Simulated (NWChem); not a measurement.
Species: GaH3; SMILES [GaH3]

Q: Give the equilibrium geometry at PBE-D3(BJ)/def2-SVP (NWChem) as an XYZ file, with the point group.

A: point group D3h; any orientation.
```
4

Ga     0.0000     0.0000     0.0000
H      1.1176     1.1176     0.0000
H      0.4091    -1.5267     0.0000
H     -1.5267     0.4091     0.0000
```
